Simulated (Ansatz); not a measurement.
```yaml
crystal:
  periodic: [false, false, false]
  atoms:
    - {symbol: Ge, position_ang: [0.237946, 0.886860, 0.825598]}
    - {symbol: C, position_ang: [0.411170, 0.615039, 2.756226]}
    - {symbol: C, position_ang: [1.549399, 0.788382, 3.454111]}
    - {symbol: H, position_ang: [-0.510496, 0.325943, 3.297669]}
    - {symbol: H, position_ang: [2.493718, 1.084703, 2.963399]}
    - {symbol: H, position_ang: [1.593252, 0.638633, 4.547454]}
    - {symbol: C, position_ang: [2.019072, 1.126031, 0.027221]}
    - {symbol: C, position_ang: [3.055027, 0.290803, 0.239564]}
    - {symbol: H, position_ang: [2.171354, 2.004319, -0.628373]}
    - {symbol: H, position_ang: [2.962168, -0.602337, 0.882924]}
    - {symbol: H, position_ang: [4.045102, 0.450802, -0.222841]}
    - {symbol: C, position_ang: [-0.847122, 2.474312, 0.460948]}
    - {symbol: C, position_ang: [-2.162911, 2.395533, 0.189816]}
    - {symbol: H, position_ang: [-0.362387, 3.466924, 0.523220]}
    - {symbol: H, position_ang: [-2.667246, 1.414261, 0.134546]}
    - {symbol: H, position_ang: [-2.786042, 3.290370, 0.015055]}
    - {symbol: N, position_ang: [-0.735553, -0.597791, 0.264044]}
    - {symbol: C, position_ang: [-0.730227, -1.203915, -1.079340]}
    - {symbol: C, position_ang: [0.439535, -2.200216, -1.239244]}
    - {symbol: C, position_ang: [-2.067862, -1.950171, -1.259738]}
    - {symbol: C, position_ang: [-0.614591, -0.103302, -2.145660]}
    - {symbol: H, position_ang: [-0.738852, -1.324809, 0.988388]}
    - {symbol: H, position_ang: [0.427758, -2.692568, -2.234273]}
    - {symbol: H, position_ang: [1.411759, -1.681783, -1.121029]}
    - {symbol: H, position_ang: [0.379536, -2.997990, -0.469054]}
    - {symbol: H, position_ang: [-2.188733, -2.731318, -0.479999]}
    - {symbol: H, position_ang: [-2.125005, -2.449794, -2.248935]}
    - {symbol: H, position_ang: [-2.918094, -1.245131, -1.168052]}
    - {symbol: H, position_ang: [0.353324, 0.433565, -2.067590]}
    - {symbol: H, position_ang: [-1.429593, 0.639365, -2.045402]}
    - {symbol: H, position_ang: [-0.665387, -0.544718, -3.160652]}
basis:
  gaussian: {orbitals: def2-TZVP}
magnetization: {spin_polarized: true, initial_magnetization: 2}
hamiltonian: {xc: pbe0, dispersion: d4}
scf: {omitted_lower_state_checks: [starts]}
output: {orbitals: {seedname: orbitals}}
```

```sh
$ ansatz run in.yaml --threads 4 --pin off --events-out ev --progress --plain --max-ram 6963MiB
```

(1) Does this run fit into the memory that it is given?

## Answers

(1) No. It has 503 basis functions, and Ansatz plans for 8 GiB where 7 GiB are given.
